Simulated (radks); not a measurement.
Values are calculated unless marked as measured or tabulated.
Radial electron density D(r) = 4 pi r^2 rho(r) of an atom or ion with 42 electrons. Code: a radial shooting solver on a logarithmic mesh with Libxc functionals. Model: Dirac Kohn-Sham, PBEsol, spin-unpolarised, spherical densities, finite nucleus; Fermi nuclear charge, rms radius of each element as measured or else 0.836 A^(1/3) + 0.57 fm.

r (bohr),D(r) (e/bohr)
0.001589,1.917
0.00185,2.505
0.002137,3.217
0.002468,4.115
0.00285,5.242
0.003292,6.644
0.003832,8.480
0.004425,10.61
0.005111,13.18
0.005902,16.22
0.006817,19.76
0.007936,24.04
0.009165,28.53
0.01058,33.35
0.01222,38.28
0.01423,43.31
0.01643,47.56
0.01898,50.89
0.02192,52.95
0.02531,53.50
0.02947,52.45
0.03403,50.27
0.03931,47.67
0.04539,45.67
0.05242,45.35
0.06103,47.65
0.07048,52.26
0.0814,58.16
0.09401,63.34
0.1086,65.59
0.1264,63.20
0.146,56.82
0.1686,48.81
0.1947,42.64
0.2248,40.92
0.2617,43.96
0.3023,48.35
0.3491,49.97
0.4032,46.10
0.4656,37.19
0.5421,25.86
0.626,17.22
0.723,12.58
0.8349,11.37
0.9643,11.53
1.123,11.12
1.296,9.536
1.497,7.255
1.729,5.046
2.013,3.301
2.325,2.248
2.685,1.594
3.101,1.147
3.581,0.7959
4.169,0.4942
4.814,0.2787
5.56,0.1369
6.421,0.05783
7.416,0.02061
8.633,0.005575
9.97,0.001269
11.51,0.0002220

What is the nuclear charge?

Answer. Z = 42. The innermost maximum, from 1s, lies near gamma/Z bohr with gamma = sqrt(1 - (Z/c)^2) = 0.952, here 0.0227 bohr (found: 0.0247), and its height grows with Z. The density is that of neutral molybdenum in [Kr] 4d4.5 5s1.5; the configuration itself is not fixed sharply by these data, and Z only to a few units. D(r) has 4 maxima, at r = 0.0247, 0.109, 0.341, 0.988 bohr, and minima at 0.0500, 0.220, 0.848 bohr, inside which lie 2.06, 11.09, 29.35 electrons.
